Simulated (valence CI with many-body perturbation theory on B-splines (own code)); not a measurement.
Results of a calculation; reference values are marked as such.
**Ba49+: what each term of the Hamiltonian does**

Level of theory: valence CI with perturbative core correlation (CI+MBPT): five valence electrons over a frozen Dirac-Fock core [He], radial functions for each j: 9 s, 9 p, 8 d, 6 f, 3 g, 1 h, with the one-electron correlation potential Σ1 (screened to all orders), the two-electron term Σ2, the three-electron term Σ3, Breit, model QED; selected single and double excitations, second order for the rest (own B-spline code, finite nucleus).

The last digits are not significant, and no measured levels were compared; by estimate large intervals hold to a few tenths of a per cent, small ones and those within an open d or f shell to about a per cent. Among the levels kept, up to 1200 cm⁻¹ of a level comes from second order outside the variational space, and about a tenth of that is noise between levels of different J, which matters for small intervals.

Each rung adds one term. CI alone is the Dirac-Coulomb CI over the frozen core; QED comes last and gives the full result, which names the levels. Energies are above (2s^2 2p1/2^2 2p3/2) J=3/2 on the same rung, in eV.

Levels are named by their leading jj configuration (3d3/2^4 stands for four electrons in 3d with j = 3/2), which in mixed levels can hold well under half, so a name can repeat and another be missing. Letters in brackets count levels of one name in rising energy.

```
                             Level  CI alone    + Σ1    + Σ2    + Σ3  + Breit    Full
        (2s^2 2p1/2 2p3/2^2) J=3/2     386.6   386.7   386.7   386.7    380.7   381.5
        (2s^2 2p1/2 2p3/2^2) J=5/2     411.3   411.4   411.4   411.4    401.3   402.0
        (2s^2 2p1/2 2p3/2^2) J=1/2     439.2   439.3   439.4   439.4    434.4   435.1
        (2s 2p1/2^2 2p3/2^2) J=5/2     619.4   619.3   619.0   619.0    616.8   610.8
        (2s 2p1/2^2 2p3/2^2) J=1/2     687.7   687.5   687.3   687.2    689.1   683.1
        (2s 2p1/2^2 2p3/2^2) J=3/2     692.2   692.1   691.7   691.5    690.6   684.6
              (2s^2 2p3/2^3) J=3/2     828.7   828.9   828.9   828.9    816.4   817.8
      (2s 2p1/2 2p3/2^3) J=3/2 [a]    1024.5  1024.4  1024.3  1024.2   1018.3  1013.0
          (2s 2p1/2 2p3/2^3) J=5/2    1062.2  1062.2  1062.0  1061.8   1051.9  1046.6
          (2s 2p1/2 2p3/2^3) J=1/2    1097.6  1097.5  1097.2  1097.0   1091.2  1085.9
      (2s 2p1/2 2p3/2^3) J=3/2 [b]    1110.9  1110.9  1110.5  1110.3   1102.1  1096.8
           (2p1/2^2 2p3/2^3) J=3/2    1363.9  1363.6  1363.0  1362.7   1362.2  1350.3
                (2s 2p3/2^4) J=1/2    1501.1  1501.1  1500.9  1500.7   1489.1  1484.5
             (2p1/2 2p3/2^4) J=1/2    1772.6  1772.4  1771.8  1771.5   1764.8  1753.6
           (2s^2 2p1/2^2 3s) J=1/2    4944.5  4944.7  4944.8  4944.7   4940.6  4941.9
        (2s^2 2p1/2^2 3p1/2) J=1/2    5013.8  5014.0  5014.2  5014.0   5011.9  5011.3
        (2s^2 2p1/2^2 3p3/2) J=3/2    5141.8  5142.0  5142.0  5141.9   5137.6  5137.2
        (2s^2 2p1/2^2 3d3/2) J=3/2    5208.7  5209.0  5209.0  5208.9   5204.3  5203.8
        (2s^2 2p1/2^2 3d5/2) J=5/2    5250.8  5251.0  5251.1  5250.9   5245.0  5244.6
   (2s^2 2p1/2 2p3/2 3s) J=3/2 [a]    5339.0  5339.4  5339.4  5339.3   5328.2  5330.3
       (2s^2 2p1/2 2p3/2 3s) J=1/2    5346.5  5346.9  5346.9  5346.8   5335.7  5337.8
       (2s^2 2p1/2 2p3/2 3s) J=5/2    5359.9  5360.3  5360.3  5360.2   5345.5  5347.6
   (2s^2 2p1/2 2p3/2 3s) J=3/2 [b]    5364.1  5364.4  5364.5  5364.3   5350.2  5352.3
    (2s^2 2p1/2 2p3/2 3p1/2) J=1/2    5407.7  5408.0  5408.0  5407.9   5399.0  5399.1
(2s^2 2p1/2 2p3/2 3p1/2) J=3/2 [a]    5414.5  5414.8  5414.8  5414.6   5404.6  5404.8
    (2s^2 2p1/2 2p3/2 3p1/2) J=5/2    5429.8  5430.1  5430.2  5430.0   5416.9  5417.0
(2s^2 2p1/2 2p3/2 3p1/2) J=3/2 [b]    5453.6  5454.0  5453.9  5453.8   5442.8  5443.0
(2s^2 2p1/2 2p3/2 3p3/2) J=5/2 [a]    5520.4  5520.7  5520.6  5520.5   5510.4  5509.4
(2s^2 2p1/2 2p3/2 3p3/2) J=1/2 [a]    5532.1  5532.4  5532.4  5532.3   5520.5  5520.8
(2s^2 2p1/2 2p3/2 3p3/2) J=3/2 [a]    5539.0  5539.4  5539.3  5539.2   5526.8  5527.2
    (2s^2 2p1/2 2p3/2 3p3/2) J=7/2    5548.7  5549.1  5549.2  5549.0   5533.8  5534.1
```

Problem. How does the ionisation energy move along the ladder, and which term matters most?

Solution. CI alone 9084.3, + Σ1 9084.6, + Σ2 9084.7, + Σ3 9084.6, + Breit 9078.5, + QED 9078.0 eV. The largest step is Breit, -6.1 eV. NIST lists 9077 ± 4 eV (theoretical).
